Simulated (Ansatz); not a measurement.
Consider the formal exchange of groups at the Si–O bond: `O[SiH2]S` + `[CH3][SnH3]` → `[CH3][SnH2][SiH2]S` + H₂O.

Gas-phase electronic energies from Ansatz, PBE0-D4/def2-TZVP geometries. CBS: MP2 limit from def2 TZ/QZ plus the TZ coupled-cluster correction, frozen cores. This one scheme is used for every species. DFT in def2-TZVPP. def2 core potentials past Kr. For Sn outer-core shells are correlated without core-valence functions, which leaves a few kJ/mol of doubt a bond. Each species was taken in one conformer, which may not be the lowest.

`O[SiH2]S`:

Z-matrix (Å, degrees):
```
Si
S 1 2.133
O 1 1.642 2 113.5
H 1 1.478 2 111.7 3 117.8
H 1 1.484 2 102.9 3 -122.0
H 2 1.344 1 94.6 3 -65.2
H 3 0.959 1 117.2 2 -51.2
```

`[CH3][SnH3]`:

Cartesian coordinates in Å:
```
C -1.021 -0.530 -0.003
Sn 0.878 0.456 0.003
H -1.710 -0.006 -0.665
H -1.438 -0.541 1.004
H -0.907 -1.557 -0.351
H 1.531 0.482 -1.577
H 0.704 2.064 0.554
H 1.964 -0.367 1.035
```

`[CH3][SnH2][SiH2]S`:

Z-matrix (Å, degrees):
```
C
Sn 1 2.142
H 1 1.090 2 109.9
H 1 1.090 2 110.0 3 -120.2
H 1 1.090 2 109.4 3 119.7
Si 2 2.565 1 109.4 3 -66.9
H 2 1.715 1 109.2 3 174.7
H 2 1.713 1 110.1 3 56.3
S 6 2.150 2 109.8 1 -58.9
H 6 1.487 2 111.3 1 55.2
H 6 1.489 2 112.5 1 176.7
H 9 1.344 6 95.1 2 -54.2
```

H₂O:

```xyz
3

O    -0.062    0.381    0.050
H    -0.433   -0.342    0.560
H     0.495   -0.039   -0.610
```

CCSD(T)/CBS gives +65.8 kJ/mol.

(1) Another level gave +56.6 kJ/mol. Which?
A. PBE-D4/def2-TZVPP
B. CCSD(T)/def2-TZVPP
C. PBE/def2-TZVPP
D. SCS-MP2/def2-TZVPP

Largest T1 diagnostic among the species: 0.012.

## Answers

(1) A. PBE-D4 56.6, SCS-MP2/def2-TZVPP 80.4, PBE 62.1, CCSD(T)/def2-TZVPP 74.4 kJ/mol.

From PBE to PBE0 (25 % exact exchange), in def2-TZVPP and without D4, ΔE moves by +3.9 kJ/mol. The D4 term adds −8.8 kJ/mol with B3LYP and −5.4 kJ/mol with PBE0; it sums over pairs of atoms, weighted by their polarisabilities, and B3LYP, whose exchange is more repulsive, gets the larger term.

B3LYP here is the variant with VWN-RPA as its local correlation; programs differ in this.
